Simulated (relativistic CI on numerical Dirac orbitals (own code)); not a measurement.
## d2 in a ligand field

Computed with a parametric ligand-field model of a d^n configuration (Racah B and C, spin-orbit zeta, crystal field), exact diagonalisation.

Field parameters in Wybourne normalisation: Oh B⁴₀ = 21Dq, B⁴₄ = √(5/14) B⁴₀; Td as Oh with Dq negative (B⁴₀ = 21Dq, B⁴₄ = √(5/14) B⁴₀). The field is a parameter set, without covalency.

(1) A d2 ion in Oh symmetry has the ground term 3T1 and bands at 1T2 13354 cm⁻¹ (749 nm), 1E 13556 cm⁻¹ (738 nm), 3T2 17985 cm⁻¹ (556 nm), 1A1 28135 cm⁻¹ (355 nm), 3T1 28420 cm⁻¹ (352 nm), 3A2 37535 cm⁻¹ (266 nm). Which parameters reproduce them?

(2) Ground term and bands for B = 950, C = 4250, ζ = 0 cm⁻¹, Oh, 10Dq = 18850 cm⁻¹?

(3) Ground term and bands for B = 950, C = 4690, ζ = 0 cm⁻¹, Oh, 10Dq = 17800 cm⁻¹?

(4) A d2 ion in Td symmetry has the ground term 3A2 and bands at 3T2 2950 cm⁻¹, 3T1 5178 cm⁻¹ (1931 nm), 1E 11621 cm⁻¹ (860 nm), 1T2 14092 cm⁻¹ (710 nm), 3T1 15822 cm⁻¹ (632 nm), 1A1 17906 cm⁻¹ (558 nm). Which parameters reproduce them?

(5) A d2 ion in Oh symmetry has the ground term 3T1 and bands at 1T2 5368 cm⁻¹ (1863 nm), 1E 5388 cm⁻¹ (1856 nm), 1A1 12926 cm⁻¹ (774 nm), 3T2 36808 cm⁻¹ (272 nm), 3T1 41115 cm⁻¹ (243 nm), 3A2 74558 cm⁻¹ (134 nm). Which parameters reproduce them?

Answers

(1) B = 800, C = 4060, ζ = 0 cm⁻¹, Oh, 10Dq = 19550 cm⁻¹.

(2) Ground term 3T1 with 0.04 electrons in the two orbitals of the cubic e set. Spin-allowed: 3T2 17138 cm⁻¹ (583 nm), 3T1 29677 cm⁻¹ (337 nm), 3A2 35988 cm⁻¹ (278 nm). Lowest spin-forbidden: 1T2 14753 cm⁻¹ (678 nm), 1E 15046 cm⁻¹ (665 nm), 1A1 30601 cm⁻¹ (327 nm).

(3) Ground term 3T1 with 0.04 electrons in the two orbitals of the cubic e set. Spin-allowed: 3T2 16130 cm⁻¹ (620 nm), 3T1 28710 cm⁻¹ (348 nm), 3A2 33930 cm⁻¹ (295 nm). Lowest spin-forbidden: 1T2 15640 cm⁻¹ (639 nm), 1E 15950 cm⁻¹ (627 nm), 1A1 31683 cm⁻¹ (316 nm).

(4) B = 810, C = 3080, ζ = 0 cm⁻¹, Td, 10Dq = -2950 cm⁻¹.

(5) B = 350, C = 1600, ζ = 0 cm⁻¹, Oh, 10Dq = 37750 cm⁻¹.
